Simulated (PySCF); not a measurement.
C4H4S2. Atoms are numbered in the order given.

```xyz
10

C      0.0000     0.0000     2.2948
C      0.0000     0.0000     0.9482
S      0.0000     1.4850    -0.0358
C      0.0000     0.6722    -1.5880
C      0.0000    -0.6722    -1.5880
S      0.0000    -1.4850    -0.0358
H      0.0000    -0.9360     2.8551
H      0.0000     0.9360     2.8551
H      0.0000     1.2952    -2.4830
H      0.0000    -1.2952    -2.4830
```
Charge 0, spin multiplicity 1.

Geometry optimised at TPSSh-D3(BJ)/def2-SVP.

All values below come from PBE/def2-TZVP run with PySCF.

Isolated molecule, no solvent.

The total energy is -950.72305 hartree and the point group comes out as C2v. The highest occupied level is -4.58 eV. The lowest empty level is -1.33 eV and the orbital gap is 3.25 eV. The dipole moment is 1.30 D, the quadrupole, principal values (traceless, Buckingham form, about the centre of nuclear charge) comes out as -8.31, 0.15, 8.16 D·Å and the mean static polarisability is 83.3 bohr³ (12.35 Å³). The polarisability, principal values is 47.2, 91.8, 110.9 bohr³.
